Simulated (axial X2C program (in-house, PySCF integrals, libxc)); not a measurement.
**Potential curves of SbP⁻, with spin–orbit coupling**

Computed with an axial X2C code built on PySCF integrals. Two-component (2c) means X2C with spin–orbit coupling and atomic mean-field two-electron Coulomb and Gaunt terms. Basis: Sb dyall-acv3z [12s13p9d5f1g], P dyall-av3z [9s8p3d2f] (cores contracted in-house); Gaussian nuclei, density fitting, unrestricted open shells. Masses: Sb 120.904 u, P 30.974 u.

State: Ω = 1/2 (⟨Sz⟩ = -0.50, ⟨Lz⟩ = 1.00 at HF). Energies in cm⁻¹ from the fragments at the same level (Sb- + P). Fits are polynomials in 1 − R0/R over 0.85 to 1.23 times the lowest point R0.

| R (Å) | CCSD(T) |
| --- | --- |
| 2.0821 | -21386 |
| 2.1507 | -24086 |
| 2.2194 | -25534 |
| 2.2880 | -26031 |
| 2.3681 | -25728 |
| 2.4482 | -24759 |
| 2.5511 | -22909 |

Correlated methods: 11 electrons correlated (number of frozen shells: Sb 4 s, 3 p, 2 d; P 2 s, 1 p), 291 virtual spin orbitals or spinors in MP2, 90 natural virtuals in coupled cluster.

One determinant describes the state; a PBE0 search over occupations chose it and may have missed a lower one. De is counted from the lowest determinant-based energies of the atoms at the same level, without counterpoise correction. Coupled cluster ran in a truncated set of natural virtual spinors; the MP2 energy of the rest was added. (T) has no such correction and the atoms are truncated less, which lowers De at CCSD(T) by a hundredth of an eV or more. The determinant is spin-polarised beyond a pure state at some levels (its spin-free form has ⟨S²⟩ too high), which makes Re and μ there less reliable. The T1 diagnostic is large, a sign of multireference character. With the outer-core shells frozen, correlated bond lengths of heavy atoms tend to come out a few hundredths of an ångström too long. Coupled cluster ran on the points near the minimum only. MP2 and coupled cluster on one determinant become unreliable at the stretched end.

What are Re, ωe and De at the CCSD(T) level?

At CCSD(T), 2c: Re = 2.299 Å, ωe ≈ 442 cm⁻¹, De = 3.23 eV to Sb- + P; Be follows as 0.129 cm⁻¹.
